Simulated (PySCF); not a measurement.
**S⁺ (sulfur, charge +1) across methods**

[Ne] 3s1 3p3 4s1, high-spin 6S determinant (an excited configuration). All numbers are calculated (PySCF 2.14, the spin-free X2C one-electron Hamiltonian (Gaussian nucleus), in aug-cc-pCVTZ-DK with one added diffuse shell each of s, p, d, f type (9s8p6d4f, 91 functions)).

| method | E (hartree) | mean ε 3s α (eV) | mean ε 3p α (eV) | mean ε 4s α (eV) | Σ⟨r²⟩ (bohr²) | ⟨S²⟩ |
| --- | --- | --- | --- | --- | --- | --- |
| B97-3 | -398.0046 | -37.876 | -25.111 | -8.294 | 36.45 | 8.750 |
| r2SCAN | -398.0594 | -36.380 | -24.181 | -7.818 | 36.76 | 8.750 |
| BP86 | -398.1077 | -35.052 | -23.532 | -7.970 | 36.03 | 8.750 |
| PW91 | -398.0595 | -35.071 | -23.548 | -7.848 | 36.25 | 8.750 |
| LDA | -396.6686 | -34.812 | -23.423 | -7.975 | 35.94 | 8.750 |
| UHF | -397.56907 | -45.907 | -29.809 | -9.552 | 37.64 | 8.750 |
| PBE | -397.9011 | -35.036 | -23.503 | -7.800 | 36.33 | 8.750 |
| CAM-B3LYP | -398.0646 | -39.264 | -26.427 | -9.047 | 36.59 | 8.750 |

Question: Estimate the same row for PBE0.

Answer: E (hartree) = -397.9360; mean ε 3s α (eV) = -37.914; mean ε 3p α (eV) = -25.222; mean ε 4s α (eV) = -8.311; Σ⟨r²⟩ (bohr²) = 36.55; ⟨S²⟩ = 8.750.

The outer electron is Rydberg-like, and this basis confines it to a smaller radius and binds it less than a complete one would.
